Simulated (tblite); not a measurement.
Compound: C₄H₈F₃O₂ (charge +1).
Bonds: C1–O2, O2–C3, O2–C4, C4–O5, O5–C6, C6–F7, C6–F8, C6–F9. Hydrogens: H10, H11, H12 on C1; H13, H14, H15 on C3; H16, H17 on C4.

Computed with GFN2-xTB (tblite), gas phase: Langevin dynamics at 300 K from the optimised GFN2-xTB geometry, time step 0.5 fs, friction 0.01 fs⁻¹, 2000 steps.

Start geometry:
```
atom  x, y, z in Å
C1     -1.327    1.200    0.410
O2     -1.034   -0.224    0.497
C3     -1.597   -0.952   -0.633
C4      0.362   -0.490    0.666
O5      1.034   -0.040   -0.489
C6      2.373    0.154   -0.371
F7      2.992   -0.964   -0.010
F8      2.640    1.068    0.562
F9      2.833    0.563   -1.523
H10    -2.410    1.312    0.414
H11    -0.916    1.693    1.292
H12    -0.905    1.638   -0.495
H13    -1.448   -2.017   -0.462
H14    -1.125   -0.653   -1.570
H15    -2.666   -0.742   -0.662
H16     0.704    0.041    1.567
H17     0.484   -1.575    0.798
```

The statistics below take the 31 frames saved every 25 fs from 250 to 1000 fs; their kinetic temperature (all 3N coordinates) averages 302 K.

Problem. Give the mean, spread and extremes of the bond lengths.

Solution. 
| bond | start (Å) | mean (Å) | standard deviation (Å) | shortest (Å) | longest (Å) |
| --- | --- | --- | --- | --- | --- |
| C1–O2 | 1.457 | 1.463 | 0.032 | 1.411 | 1.536 |
| O2–C3 | 1.458 | 1.468 | 0.032 | 1.393 | 1.543 |
| O2–C4 | 1.431 | 1.439 | 0.037 | 1.366 | 1.507 |
| C4–O5 | 1.411 | 1.413 | 0.036 | 1.348 | 1.496 |
| O5–C6 | 1.358 | 1.367 | 0.036 | 1.316 | 1.435 |
| C6–F7 | 1.327 | 1.339 | 0.034 | 1.253 | 1.410 |
| C6–F8 | 1.333 | 1.331 | 0.036 | 1.274 | 1.444 |
| C6–F9 | 1.306 | 1.314 | 0.027 | 1.261 | 1.366 |
| C1–H10 | 1.089 | 1.091 | 0.023 | 1.050 | 1.141 |
| C1–H11 | 1.090 | 1.094 | 0.033 | 1.031 | 1.166 |
| C1–H12 | 1.091 | 1.093 | 0.019 | 1.053 | 1.137 |
| C3–H13 | 1.090 | 1.093 | 0.025 | 1.042 | 1.159 |
| C3–H14 | 1.091 | 1.092 | 0.020 | 1.055 | 1.134 |
| C3–H15 | 1.089 | 1.090 | 0.025 | 1.050 | 1.132 |
| C4–H16 | 1.100 | 1.108 | 0.034 | 1.038 | 1.165 |
| C4–H17 | 1.100 | 1.103 | 0.036 | 1.022 | 1.164 |

Problem. How far does each atom move about its mean position (frames aligned on the start, all atoms weighted alike), and what rms force does it feel?

Solution. 
| atom | rms displacement (Å) | rms force (eV/Å) |
| --- | --- | --- |
| C1 | 0.12 | 1.88 |
| O2 | 0.08 | 1.66 |
| C3 | 0.17 | 1.53 |
| C4 | 0.15 | 1.82 |
| O5 | 0.28 | 1.79 |
| C6 | 0.16 | 2.03 |
| F7 | 0.53 | 1.10 |
| F8 | 0.44 | 1.28 |
| F9 | 0.40 | 1.13 |
| H10 | 0.26 | 0.84 |
| H11 | 0.33 | 1.12 |
| H12 | 0.27 | 0.76 |
| H13 | 0.45 | 0.91 |
| H14 | 0.40 | 0.78 |
| H15 | 0.37 | 0.94 |
| H16 | 0.31 | 1.22 |
| H17 | 0.27 | 1.20 |

The displacements run from 0.08 to 0.53 Å, the largest at F7.

Problem. Follow the torsions C1–O2–C4–O5, O2–C4–O5–C6 and C4–O5–C6–F7 through every second one of these frames.

Solution. 
```
t (fs)  C1–O2–C4–O5 (°)  O2–C4–O5–C6 (°)  C4–O5–C6–F7 (°)
   250              -73             -165               60
   300              -70             -159               51
   350              -53             -150               51
   400              -54             -159               72
   450              -46             -169               81
   500              -61             -178              101
   550              -64              177              110
   600              -78             -171              113
   650              -70             -165              109
   700              -80             -150              105
   750              -43             -145               74
   800              -50             -138               78
   850              -55             -120               66
   900              -62             -121               71
   950              -76             -112               70
  1000              -63             -125               52
```

Largest departure from the start value over all these frames: C1–O2–C4–O5 21° (start -64°), O2–C4–O5–C6 87° (start 162°), C4–O5–C6–F7 58° (start 59°).

Problem. How widely does the potential energy scatter, against a harmonic estimate?

Solution. Mean 0.61 eV above the start, standard deviation 0.146 eV, range 0.40 to 0.92 eV. For 45 classical harmonic modes at 300 K the canonical values are 45kT/2 = 0.58 eV and kT·√(45/2) = 0.123 eV.

The run is classical and short, so these are rough statistics of one trajectory.

The cost below is that of the whole dynamics run. On an AMD EPYC 9R14 with one thread, no GPU, shared host with 96 logical CPUs at a one-minute load of 28, this took 9.8 s of wall time and 0.18 GiB of memory at its peak.
